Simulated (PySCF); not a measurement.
**Potential energy of ZnF⁺ along the bond**

Set-up: basis Zn cc-pVDZ-PP with ECP10, F cc-pVDZ; scalar-relativistic core potentials; PySCF 2.14. Energies in eV from Zn⁺ + F in their ground configurations at the same level. All curves are PBE0. state 1: ¹Σ⁺ (singlet), closed shell; state 2: ³Π (triplet), unpaired electrons σ ↑, π ↑, a second solution, started from another occupation.

| R (Å) | state 1 | state 2 |
| --- | --- | --- |
| 1.466 | -1.434 | 3.4825 |
| 1.534 | -2.180 | 2.4158 |
| 1.603 | -2.582 | 1.6456 |
| 1.654 | -2.722 | 1.2047 |
| 1.705 | -2.760 | 0.8522 |
| 1.756 | -2.722 | 0.5684 |
| 1.824 | -2.584 | 0.2758 |
| 1.910 | -2.319 | 0.0165 |
| 2.012 | -1.926 | -0.1812 |
| 2.148 | -1.359 | -0.3175 |

Task: Put a parabola through the three lowest points of the state 1 curve and estimate Re, k and ωe (reduced mass 14.65 u; 1 eV/Å² = 0.16022 mdyn/Å; ωe = 1302.8·√(k/μ) cm⁻¹).

Result: Through R = 1.654, 1.705, 1.756 Å the second-order coefficient is 14.6 eV/Å², so Re ≈ 1.705 Å, k ≈ 4.68 mdyn/Å and ωe ≈ 736 cm⁻¹. A polynomial fit of higher order to the unrounded PBE0 energies gives Re = 1.702 Å, k = 4.74 mdyn/Å, ωe = 741 cm⁻¹; anharmonicity and rounding make the difference.

The higher-order fit for each curve: state 1: Re = 1.702 Å, ωe = 741 cm⁻¹, De = 2.76 eV; state 2: Re = 2.356 Å, ωe = 181 cm⁻¹, minimum 0.372 eV below the ground-state fragments.

For an ion De counts to the pair picked by the measured ionisation energies or electron affinities, which need not be the lowest pair at this level.
